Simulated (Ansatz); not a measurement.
Calculation: B3LYP-D3(BJ)/def2-TZVP run with Ansatz (a first-principles code). No frequencies were computed at this level.

Ansatz 0.2 input:
```yaml
crystal:
  periodic: [false, false, false]
  atoms:
    - { symbol: C, position_ang: [-0.503299, 0.810025, -0.049731] }
    - { symbol: C, position_ang: [-0.629782, -0.71507, 0.065798] }
    - { symbol: Si, position_ang: [1.144914, -0.096303, -0.016209] }
    - { symbol: H, position_ang: [-0.830852, 1.377413, 0.809995] }
    - { symbol: H, position_ang: [-0.867134, 1.245612, -0.969642] }
    - { symbol: H, position_ang: [-1.072113, -1.217348, -0.783112] }
    - { symbol: H, position_ang: [-1.03583, -1.085538, 0.99664] }
    - { symbol: H, position_ang: [1.871849, -0.250935, -1.262872] }
    - { symbol: H, position_ang: [1.922246, -0.067856, 1.209132] }
basis:
  gaussian: { orbitals: def2-tzvp }
hamiltonian:
  xc: b3lyp
  dispersion: d3bj
relax:
  max_steps: 150
```

Output:

```
Functional definition: B3LYP
885 factors; their error is unknown
mean field evaluation 1: about -10038.9078 eV, gradient 6.8e1 eV
mean field evaluation 2: about -10016.4882 eV, gradient 1.1e2 eV
mean field evaluation 4: about -10049.9960 eV, gradient 2.5e0 eV
mean field evaluation 8: about -10050.0285 eV, gradient 4.5e-2 eV
mean field evaluation 16: about -10050.0285 eV, gradient 5.2e-5 eV
mean field -10050.02846147 eV, -369.3317338051 hartree, gradient 5.2e-5 eV, S^2 0.000000; 0 other end points of the search recorded, 0 dependent functions left out
reference -10050.02871124 eV, -369.3317429840 hartree; 16, 16 occupied and 119, 119 virtual orbitals, 885 factors
relax step   1: F+E_penalty+E_count = -10050.30475590 eV  Δ(F+E_penalty+E_count) = +0.000e0 eV  max|allowed force component| = 1.356e0 eV/Å  Δτ_max = 0.0000 Å  (27 SCF iters, accepted)
these checks for a lower state are left out or cut short: starts, cluster_reference, orbital_swaps, neighbouring_geometries, increment
885 factors; their error is unknown
mean field -10050.05617342 eV, -369.3327522004 hartree, gradient 9.1e-6 eV, S^2 0.000000; 0 other end points of the search recorded, 0 dependent functions left out
reference -10050.05642160 eV, -369.3327613208 hartree; 16, 16 occupied and 119, 119 virtual orbitals, 885 factors
relax step   2: F+E_penalty+E_count = -10050.33249187 eV  Δ(F+E_penalty+E_count) = -2.774e-2 eV  max|allowed force component| = 5.803e-1 eV/Å  Δτ_max = 0.0298 Å  (32 SCF iters, accepted)
these checks for a lower state are left out or cut short: starts, cluster_reference, orbital_swaps, neighbouring_geometries, increment
885 factors; their error is unknown
mean field evaluation 32: about -10050.0615 eV, gradient 8.8e-6 eV
mean field -10050.06153484 eV, -369.3329492290 hartree, gradient 8.8e-6 eV, S^2 0.000000; 0 other end points of the search recorded, 0 dependent functions left out
reference -10050.06178256 eV, -369.3329583325 hartree; 16, 16 occupied and 119, 119 virtual orbitals, 885 factors
relax step   3: F+E_penalty+E_count = -10050.33804509 eV  Δ(F+E_penalty+E_count) = -5.553e-3 eV  max|allowed force component| = 1.291e-1 eV/Å  Δτ_max = 0.0107 Å  (32 SCF iters, accepted)
these checks for a lower state are left out or cut short: starts, cluster_reference, orbital_swaps, neighbouring_geometries, increment
885 factors; their error is unknown
mean field -10050.06073035 eV, -369.3329196645 hartree, gradient 8.3e-6 eV, S^2 0.000000; 0 other end points of the search recorded, 0 dependent functions left out
reference -10050.06097743 eV, -369.3329287445 hartree; 16, 16 occupied and 119, 119 virtual orbitals, 885 factors
relax step   4: F+E_penalty+E_count = -10050.33747395 eV  Δ(F+E_penalty+E_count) = +5.711e-4 eV  max|allowed force component| = 2.626e-1 eV/Å  Δτ_max = 0.0088 Å  (31 SCF iters, rejected (line search))
these checks for a lower state are left out or cut short: starts, cluster_reference, orbital_swaps, neighbouring_geometries, increment
885 factors; their error is unknown
mean field -10050.06237438 eV, -369.3329800817 hartree, gradient 8.6e-6 eV, S^2 0.000000; 0 other end points of the search recorded, 0 dependent functions left out
reference -10050.06262192 eV, -369.3329891784 hartree; 16, 16 occupied and 119, 119 virtual orbitals, 885 factors
relax step   5: F+E_penalty+E_count = -10050.33895668 eV  Δ(F+E_penalty+E_count) = -9.116e-4 eV  max|allowed force component| = 2.723e-2 eV/Å  Δτ_max = 0.0044 Å  (32 SCF iters, accepted)
these checks for a lower state are left out or cut short: starts, cluster_reference, orbital_swaps, neighbouring_geometries, increment
885 factors; their error is unknown
mean field -10050.06241769 eV, -369.3329816732 hartree, gradient 8.6e-6 eV, S^2 0.000000; 0 other end points of the search recorded, 0 dependent functions left out
reference -10050.06266520 eV, -369.3329907691 hartree; 16, 16 occupied and 119, 119 virtual orbitals, 885 factors
relax step   6: F+E_penalty+E_count = -10050.33900041 eV  Δ(F+E_penalty+E_count) = -4.373e-5 eV  max|allowed force component| = 9.957e-4 eV/Å  Δτ_max = 0.0013 Å  (33 SCF iters, accepted)
885 factors; their error is unknown
mean field evaluation 64: about -10039.2539 eV, gradient 6.7e1 eV
mean field -10050.06241769 eV, -369.3329816732 hartree, gradient 8.6e-6 eV, S^2 0.000000; 1 other end points of the search recorded, 0 dependent functions left out
reference -10050.06266520 eV, -369.3329907691 hartree; 16, 16 occupied and 119, 119 virtual orbitals, 885 factors
Total energy: -10050.33924792 eV, -369.3431549965 hartree
Atom 0 at    -0.508836     0.819472    -0.050318 Å, force    -0.000265     0.000668    -0.000044 eV/Å
Atom 1 at    -0.636944    -0.723091     0.066538 Å, force    -0.000394    -0.000581     0.000051 eV/Å
Atom 2 at     1.102062    -0.092709    -0.015602 Å, force    -0.000420     0.000055     0.000004 eV/Å
Atom 3 at    -0.815229     1.391625     0.817672 Å, force    -0.000009    -0.000052    -0.000996 eV/Å
Atom 4 at    -0.851878     1.258492    -0.979955 Å, force     0.000031     0.000095     0.000992 eV/Å
Atom 5 at    -1.058876    -1.233974    -0.791140 Å, force     0.000032     0.000032     0.000991 eV/Å
Atom 6 at    -1.022229    -1.100840     1.006486 Å, force    -0.000009    -0.000114    -0.000986 eV/Å
Atom 7 at     1.870782    -0.250970    -1.262068 Å, force     0.000503    -0.000101    -0.000670 eV/Å
Atom 8 at     1.921147    -0.068006     1.208386 Å, force     0.000530    -0.000003     0.000657 eV/Å
Dipole moment:    -0.009716     0.000816     0.000138 e Å
```

Cost: roughly 24 core-seconds.
